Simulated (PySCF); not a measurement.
Radial density of Se⁺ (selenium, charge +1)

B3LYP, [Ar] 3d10 4s2 4p3, high-spin 4S determinant. Calculation: PySCF 2.14, in cc-pVTZ-PP with ECP10MDF (5s4p3d1f, 39 functions); a scalar-relativistic core potential. This is the valence pseudo-density: the core potential removes the inner electrons and smooths the orbitals near the nucleus.

```
r (bohr)  4πr²ρ (e/bohr)  4πr²(ρα − ρβ)
0.000597       2.848e-05         0.0000
 0.00100       8.037e-05         0.0000
 0.00169       0.0002257         0.0000
 0.00284       0.0006260         0.0000
 0.00478        0.001678         0.0000
 0.00803        0.004156         0.0000
  0.0135        0.009056         0.0000
  0.0227         0.01758         0.0000
  0.0382         0.03141         0.0000
  0.0643          0.1041         0.0000
   0.108          0.7735         0.0002
   0.182           4.941         0.0132
   0.306           19.87         0.1724
   0.515           32.10         0.2262
   0.866           11.95         0.1104
    1.46           3.896         1.5444
    2.45           1.664         1.1408
    4.12          0.1227         0.1039
    6.93        0.001884         0.0018
```

Energies and moments cover only the electrons outside the core potential.
